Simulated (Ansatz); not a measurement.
The cluster Al3Si. Charge 0, multiplicity 2. Geometry PBE0-D4/def2-TZVP, basis def2-TZVP, Ansatz.

```tsv
atom	x (Å)	y (Å)	z (Å)
Al1	0.385	-1.064	-0.861
Al2	1.661	1.122	-0.514
Al3	-1.703	-1.005	0.609
Si4	-0.343	0.947	0.766
```

```json
{"run": "A", "HOMO (eV)": "-4.88", "LUMO (eV)": "-3.88"}
{"run": "B", "HOMO (eV)": "-6.93", "LUMO (eV)": "-1.89"}
{"run": "C", "HOMO (eV)": "-4.45", "LUMO (eV)": "-4.07"}
{"run": "D", "HOMO (eV)": "-4.70", "LUMO (eV)": "-4.19"}
{"run": "E", "HOMO (eV)": "-4.67", "LUMO (eV)": "-4.10"}
{"run": "F", "HOMO (eV)": "-4.78", "LUMO (eV)": "-4.08"}
```

The structure comes from a short search, and lower isomers may exist.

HOMO and LUMO are taken over both spins.

**Question.** The runs used B97M-V, BLYP, PBE, r2SCAN, revPBE, ωB97M-V. Estimate which is which.

**Answer.** A r2SCAN (0 % exact exchange); B ωB97M-V (range-separated); C BLYP (0 % exact exchange); D PBE (0 % exact exchange); E revPBE (0 % exact exchange); F B97M-V (0 % exact exchange). Exact exchange lowers occupied and raises empty levels; among semilocal functionals meta-GGAs tend to open the gap a little, and such runs are hard to tell apart. The gap grows from 0.39 eV (BLYP) to 5.04 eV (ωB97M-V).
